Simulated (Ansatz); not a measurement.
VBr2N4H12²⁺, that is cis-[VBr2(NH3)4]+ with one electron fewer. The state is a doublet with charge 2. Geometry r2SCAN-D4/def2-SVP; atoms count from 1.

Cartesian coordinates in Å:
```
V 0.0537 0.6276 0.1880
Br 1.4025 2.2143 -0.7862
N -0.9401 -1.2700 0.7728
H -0.3969 -2.1323 0.6489
H -1.8251 -1.4422 0.2798
H -1.2076 -1.2600 1.7646
Br -1.0729 1.6146 1.9321
N 0.7625 -0.7734 -1.3822
H 1.0786 -0.2673 -2.2183
H 0.0831 -1.4625 -1.7249
H 1.5822 -1.3268 -1.1032
N 1.6802 0.1115 1.5180
H 1.9547 0.9619 2.0279
H 2.5456 -0.2084 1.0663
H 1.4743 -0.5785 2.2507
N -1.5669 1.1858 -1.1318
H -1.4297 0.9963 -2.1321
H -1.6871 2.2059 -1.0722
H -2.4913 0.8034 -0.8979
```

The name describes the triplet; other states may take another shape.

(1) Estimate the Mulliken populations from the PBE0/def2-TZVP orbitals of Ansatz.

(2) Where does the spin sit?

(3) And the Mayer bond orders between heavy atoms (over 0.3)?

## Answers

(1) 
| atom | charge (e) | spin (α − β) | d electrons |
| --- | --- | --- | --- |
| V1 | 0.46 | 1.34 | 3.35 |
| Br2 | -0.02 | -0.12 | – |
| N3 | -0.59 | -0.03 | – |
| H4 | 0.30 | 0.00 | – |
| H5 | 0.31 | 0.00 | – |
| H6 | 0.33 | 0.00 | – |
| Br7 | -0.02 | -0.12 | – |
| N8 | -0.59 | -0.03 | – |
| H9 | 0.33 | 0.00 | – |
| H10 | 0.30 | 0.00 | – |
| H11 | 0.31 | 0.00 | – |
| N12 | -0.54 | -0.03 | – |
| H13 | 0.34 | 0.01 | – |
| H14 | 0.31 | 0.00 | – |
| H15 | 0.31 | 0.00 | – |
| N16 | -0.54 | -0.03 | – |
| H17 | 0.31 | 0.00 | – |
| H18 | 0.34 | 0.01 | – |
| H19 | 0.31 | 0.00 | – |
Mulliken values depend strongly on the basis.

(2) Summed by element: V 1.34, Br -0.24, N -0.12, H 0.02, of 1 unpaired in all. Largest on single atoms: V1 1.34, Br7 -0.12, Br2 -0.12.

(3) V1–Br2 1.50 (2.30 Å); V1–N3 0.50 (2.22 Å); V1–Br7 1.50 (2.30 Å); V1–N8 0.50 (2.22 Å); V1–N12 0.58 (2.16 Å); V1–N16 0.58 (2.16 Å).
